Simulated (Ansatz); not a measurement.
Z-matrix (Å, degrees):
```
Si
Cl 1 2.060
Si 1 2.339 2 108.5
O 1 1.638 2 111.1 3 -116.6
H 1 1.485 2 105.4 3 122.1
Cl 3 2.061 1 107.1 2 62.8
H 3 1.483 1 111.2 2 -55.8
H 3 1.484 1 111.9 2 -179.0
H 4 0.959 1 119.0 2 -61.7
```

Total charge 0; spin multiplicity 1.

List the r2SCAN/def2-TZVPP orbital energies in eV (Ansatz 0.2.0). (Estimate.)

Ansatz gave: Occupied: -2753.44, -2753.43, -1792.57, -1792.05, -516.48, -254.84, -254.83, -193.38, -193.36, -193.24, -193.23, -193.23, -193.23, -142.86, -142.45, -97.77, -97.71, -97.67, -97.37, -97.27, -97.27, -27.07, -21.63, -21.53, -15.20, -13.73, -12.37, -10.54, -10.12, -10.09, -9.75, -9.19, -8.68, -8.35, -8.28, -8.04, -7.18. Lowest empty: -1.46, -0.84, 0.16, 0.50, 0.86, 1.29, 1.79, 2.28.
